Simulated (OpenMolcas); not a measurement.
**Mo4+: moving the ligands**

Mo4+ with 6 ligands (fluoride) in octahedral coordination (Oh) at 1.96 Å. A charge of +0.333 e stands 2.4 Å behind each ligand. Ligand basis ANO-RCC-VDZP.

```
Program             : OpenMolcas
Method              : CASSCF
Basis               : ANO-RCC-VDZP [6s5p3d1f]
Scalar Hamiltonian  : DKH2, point nucleus
Active space        : 2 electrons in 5 orbitals (4d)
State averaging     : 2S+1 = 3 even, 10 roots; 2S+1 = 1 even, 15 roots
Spin-orbit coupling : RASSI with atomic mean-field integrals over the reference wave functions
```

Runs around this geometry, states (labels of O, the rotations of Oh). Energies in cm-1 above the lowest state or level, χT in cm3 K/mol; under a threefold ground state the first gap can be a small split of the lowest multiplet, not the spin-orbit step; 10Dq and B are least-squares fits to the states below 45000 cm-1, weighted by degeneracy, with a free offset, and given where the rms deviation is under 5 % of |10Dq| (or 100 cm-1) and under 700 cm-1.

```csv
R (Å),Ground state,First state of that spin,10Dq,B (rms of fit),First gap with spin-orbit (degeneracies),χT at 300 K,First state of another spin
1.89,3T1,3T2 33876,35607,724 (17),"24.4 (2, 3)",0.396,1T2 10383
1.96,3T1,3T2 28553,29839,742 (160),"30.4 (2, 3)",0.380,1T2 10540
2.08,3T1,3T2 21582,22806,738 (203),"43.2 (2, 3)",0.353,1T2 10789
```

Taking |10Dq| as R^-n, n = -ln(22806 / 35607) / ln(2.08 / 1.89) = 4.7 between the shortest and longest distance. The point-charge formula for a cubic d site gives n = 5.

An orbital triplet at a regular site is open to Jahn-Teller coupling, which can distort the site and quench the lowest spin-orbit gaps and is left out. Without dynamic correlation the repulsion within the d shell is too large (B by tens of per cent), so at a given field states of lower spin stand too high. With metal d orbitals alone the field can be off either way by tens of per cent. Ligand-to-metal charge-transfer states are missing. With no ligand orbital active B as a rule stays too high, so bands that hang on it stand too high and its fall with covalency is understated. The least metal-like active orbital is 77 % on the metal (Löwdin) and no ligand orbital is active, so the numbers are rough (holds for R = 1.89). The least metal-like active orbital is 78 % on the metal (Löwdin) and no ligand orbital is active, so the numbers are rough (holds for R = 1.96). The least metal-like active orbital is 80 % on the metal (Löwdin) and no ligand orbital is active, so the numbers are rough (holds for R = 2.08). No measured value stands beside these numbers; the geometry was imposed, not optimised, and the real ion may take another.
